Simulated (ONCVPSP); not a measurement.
## Which change was made? (Sn, ONCV)

| Property | Result |
| --- | --- |
| Element | Sn |
| Generator | ONCVPSP 4.0.1 |
| Type | optimised norm-conserving Vanderbilt (ONCV) |
| Functional | LDA (Perdew-Zunger) |
| Relativity | scalar-relativistic |
| Frozen core | [Kr] 4d10 |
| Valence charge | 4 |
| Reference configuration | 5s1 5p3 |
| Partial waves | 5s: rc 2.10 bohr, ncon 3, nbas 7, qcut 3.3 1/bohr, 1 projector; 5p: rc 2.10 bohr, ncon 5, nbas 9, qcut 3.4 1/bohr, 1 projector |
| Local potential | polynomial inside 2.00 bohr (lpopt 5, dvloc0 3 Ha) |
| Core correction | Teter function, fcfact 2.75, rcfact 1.2 |

Cutoffs, loose and tight: the cutoffs (Ha) at which the residual kinetic energy of the hardest occupied pseudo-wave falls to 1 and 0.1 mHa per electron. They do not see the model core or the augmentation charge, which bear on the density cutoff. Test errors are all-electron minus pseudo excitation energies from the reference, over the configurations 5s2 5p2; 5s2 5p1; 5s2 5p0; 5s2 5p1.5; variants that change the core or the reference have their own tests.

The base gives: outcome: generated; cutoff, loose: 5.8 Ha; cutoff, tight: 29 Ha; bound ghosts: none; GHOST(+) flags above zero: none; largest test error (meV): +30.

**Question.** After one change the result is: outcome: generated; cutoff, loose: 5.8 Ha; cutoff, tight: 29 Ha; bound ghosts: none; GHOST(+) flags above zero: none; largest test error (meV): +50. Which change was it?
A. core correction Teter function, fcfact 2.75, rcfact 1.32
B. core correction Teter function, fcfact 2.75, rcfact 1.94
C. core correction Teter function, fcfact 2.75, rcfact 1.78
D. core correction Teter function, fcfact 2.75, rcfact 1

**Answer.** D. The others give: core correction Teter function, fcfact 2.75, rcfact 1.32 → outcome: generated; cutoff, loose: 5.8 Ha; cutoff, tight: 29 Ha; bound ghosts: none; GHOST(+) flags above zero: none; largest test error (meV): -3.4 | core correction Teter function, fcfact 2.75, rcfact 1.94 → outcome: generated; cutoff, loose: 5.8 Ha; cutoff, tight: 29 Ha; bound ghosts: none; GHOST(+) flags above zero: none; largest test error (meV): -457 | core correction Teter function, fcfact 2.75, rcfact 1.78 → outcome: generated; cutoff, loose: 5.8 Ha; cutoff, tight: 29 Ha; bound ghosts: none; GHOST(+) flags above zero: none; largest test error (meV): -305.
